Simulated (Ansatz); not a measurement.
`[CH3][GeH2][AlH][C]#N`, 11 atoms. Total charge 0; spin multiplicity 1. Correlated methods include outer-core shells of Ge, which these sets cover unevenly. Scalar relativity is left out up to krypton. All runs use 4 threads of an Intel Xeon Platinum 8375C on a shared host. Correlated methods freeze the cores.

Q: How many basis functions does each run have, and how long does it take in Ansatz? direct RPA on PBE orbitals/def2-TZVPP energy; RKS PBE0-D4/def2-TZVP relaxation (9 steps); RHF-CCSD(T)/def2-TZVPP energy; RKS PBE0-D4/def2-QZVPP energy; RKS r2SCAN0-D4/def2-TZVPP energy; RKS HSE06 (plane-wave form)-D4/def2-TZVPP energy; RKS PBE0-D4/def2-TZVP frequencies; RKS ωB97M-V/def2-SVP energy; RKS BHLYP-D4/def2-TZVPP energy; RHF-MP2/def2-QZVPP energy; RKS r2SCANh-D4/def2-TZVPP energy; RKS ωB97M-V/def2-QZVPP energy. (Estimate.)

A: Ansatz gave: Other jobs shared the machine, so times are rough.

```csv
level,job,functions,wall time,peak host memory (GiB)
RKS BHLYP-D4/def2-TZVPP,energy,267,2.8 s,0.86
RKS HSE06 (plane-wave form)-D4/def2-TZVPP,energy,267,3 s,0.87
RKS r2SCAN0-D4/def2-TZVPP,energy,267,3.7 s,0.85
RKS ωB97M-V/def2-SVP,energy,122,4.1 s,0.45
RKS r2SCANh-D4/def2-TZVPP,energy,267,4.1 s,0.84
direct RPA on PBE orbitals/def2-TZVPP,energy,267,5.5 s,0.74
RKS PBE0-D4/def2-QZVPP,energy,510,8.5 s,2.2
RKS ωB97M-V/def2-QZVPP,energy,510,17 s,2.6
RHF-MP2/def2-QZVPP,energy,510,22 s,3.3
RKS PBE0-D4/def2-TZVP,relaxation (9 steps),214,29 s,0.68
RHF-CCSD(T)/def2-TZVPP,energy,267,2.1 min,6.6
RKS PBE0-D4/def2-TZVP,frequencies,214,2.4 min,0.7
```
